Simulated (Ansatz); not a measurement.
A structure relaxed at PBE-D4/def2-SVP in Ansatz, charge 1, doublet:

```xyz
13

Zn    1.610    0.881    1.738
Zn   -1.520    0.590    1.846
Zn    1.896   -0.125   -0.846
Zn   -1.374    2.720   -3.089
Zn   -0.705    1.096   -1.199
Zn   -1.444   -1.636   -0.003
Zn    0.417   -1.576    1.699
Se   -2.810    0.425   -0.091
Se    1.270    2.219   -0.261
Se    0.347   -0.760   -2.624
Se   -0.483   -2.845   -1.796
Se    0.036    0.250    3.524
Se    2.760   -1.239    1.102
```

Q: Give its formula.

A: the cluster Zn7Se6⁺.

Q: Summarise the bond lengths by kind (pairs closer than 1.2 times the sum of covalent radii, bridged metal pairs left out).

A: 15 × Se–Zn 2.31 to 2.61 Å; 2 × Zn–Zn 2.52 to 2.58 Å; 1 × Se–Se 2.39 Å.

Single mean-field runs in def2-SVP are fitted with def2-universal-jkfit. The relaxation made no stability test and no search for a lower SCF solution. Another isomer (doublet) lies 0.37 eV lower at PBE0-D4/def2-TZVP; other spin states weren't run for this one.
